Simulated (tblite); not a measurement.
dimethyl diselenide (C2H6Se2), singlet, at a GFN2-xTB geometry; tblite with IPEA1-xTB.

Here is a job for tblite.
```
$ tblite run mol.xyz --method ipea1 --charge 0 --spin 0 --json tblite.json --no-restart

# file mol.xyz
10

C      1.96855851    -1.17613388     0.15905438
Se     0.97949753     0.50754903     0.43355029
Se    -0.95991794     0.03942388    -0.69425543
C     -2.03741298    -0.74737573     0.75775304
H      2.96496543    -1.03041597     0.56454385
H      2.02239553    -1.38660484    -0.90507308
H      1.46684649    -1.98439873     0.68384831
H     -3.03451247    -0.91244136     0.36148533
H     -2.07384495    -0.05067966     1.59012976
H     -1.59842926    -1.69148076     1.06819576
```

The log (banner, timings and long lists left out):

```
xTB calculator
 | screened Coulomb repulsion
 | Coulomb electrostatics
 |  * isotropic Klopman-Ohno-Mataga-Nishimoto electrostatics
 |  * onsite third-order electrostatics
 | DFT-D3(BJ) dispersion correction

halogen bonding energy    0.0000000000000E+00 Eh
repulsion energy          1.6688196656486E-01 Eh
dispersion energy        -3.6918643970661E-03 Eh
number of electrons       2.6000000000000E+01 e
integral cutoff           4.0000000000000E+01 bohr

------------------------------------------------------------
  cycle        total energy    energy error   density error
------------------------------------------------------------
      1     -15.22678651668  -1.5389977E+01   3.7755524E-01
      2     -15.23046961810  -3.6831014E-03   2.0627277E-01
      3     -15.21644613416   1.4023484E-02   8.7791091E-02
      4     -15.23353258494  -1.7086451E-02   2.3725963E-03
      5     -15.23354073396  -8.1490138E-06   3.1581709E-04
      6     -15.23354093261  -1.9865536E-07   1.0255170E-04
      7     -15.23354094336  -1.0746470E-08   4.7253943E-06
------------------------------------------------------------

electronic energy        -1.5396731045527E+01 Eh
total energy             -1.5233540943359E+01 Eh

Post processing:
 | Mayer-Wiberg bond orders

[Info] JSON dump of results written to 'tblite.json'
```
